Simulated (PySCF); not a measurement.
# Radial density of Mg²⁺ (magnesium, charge +2)

M06-L, [Ne], closed-shell 1S. Calculation: PySCF 2.14, in cc-pVDZ (4s3p1d, 18 functions); the non-relativistic Hamiltonian (point nucleus).

```
r (bohr)  4πr²ρ (e/bohr)
 0.00208         0.05638
 0.00350          0.1547
 0.00589          0.4122
 0.00990           1.061
  0.0167           2.551
  0.0280           5.510
  0.0471           9.904
  0.0793           13.22
   0.133           11.28
   0.224           7.415
   0.377           9.816
   0.634           10.09
    1.07           3.516
    1.79          0.2680
    3.02        0.001296
```
